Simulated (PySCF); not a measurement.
Coordinates in bohr (charge 0 multiplicity 4):
```
Rh    0.0000    0.0000   -0.1590
O     3.2085    0.0000    0.3409
O    -1.6043    2.7787    0.3409
O    -1.6043   -2.7787    0.3410
```

Computed with UPBE0/[Rh def2-SVP with ECP28, O def2-SVP], scalar-relativistic core potentials, density fitting, no spin–orbit coupling, PySCF.

This geometry of RhO₃ is a stationary point at this level.

What is the point group?

C3v.

Is it a minimum?

Yes: all harmonic wavenumbers are real.

List the harmonic modes with their infrared intensities.


```csv
symmetry,ω (cm⁻¹),"IR (km/mol, summed over degenerate members)",type
a1,225,17.6,bend
e,268,5.9,bend
e,753,39.8,stretch
a1,847,0.4,stretch
```

Give the ideal-gas entropy at 298.15 K and 1 bar by parts.

translation 171.4, rotation 95.4, vibration 24.3, spin 11.5; total 302.6 J/(mol K).

In C3v the vibrations span 2a1 + 2e.

This need not be the most stable arrangement of these atoms. Open d and f shells are described by one determinant, and the ground state may have another occupation or spin. At this level a doublet minimum of C2v symmetry lies 41 kJ/mol below this structure.
